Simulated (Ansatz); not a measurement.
Born–Oppenheimer molecular dynamics of ClGeH3 (5 atoms, charge 0, multiplicity 1). It goes on from the last frame of an earlier run, with new velocities.

Method: Ansatz 0.2.0, RKS PBE/def2-mTZVP.

```yaml
ensemble: NVE (velocity Verlet)
time_step: 0.5 fs
steps_asked: 150
starting_velocities_drawn_for: 100 K
masses: H 2.014 u
seed: 244081
```

First frame:

```xyz
5
Properties=species:S:1:pos:R:3
Ge 0.003 -0.083 0.045
Cl 0.046 0.025 2.165
H 1.262 0.248 -0.664
H -1.146 1.092 -0.352
H -0.898 -1.389 -0.387
```

Task: How far do the bonds stretch over the last three quarters of this one trajectory? (Pairs bonded in most of those frames.)

Result: 
| bond | mean (Å) | spread (Å) | shortest | longest |
| --- | --- | --- | --- | --- |
| Ge1–Cl2 | 2.217 | 0.033 | 2.15 | 2.25 |
| Ge1–H3 | 1.545 | 0.041 | 1.49 | 1.61 |
| Ge1–H4 | 1.580 | 0.087 | 1.43 | 1.69 |
| Ge1–H5 | 1.570 | 0.073 | 1.45 | 1.67 |

Mean temperature of the second half: 664 K. The conserved energy stayed within 0.22 meV per atom of its start (net change -0.19 meV per atom), so the integration is sound. The kinetic energy rose, since the run started high on the potential surface and went downhill. A run of 0.075 ps of so small a system gives no equilibrium averages.

Run time: 3.3 min on 1 thread of Arm Neoverse V1, with other jobs on the host, peak memory 0.11 GiB.
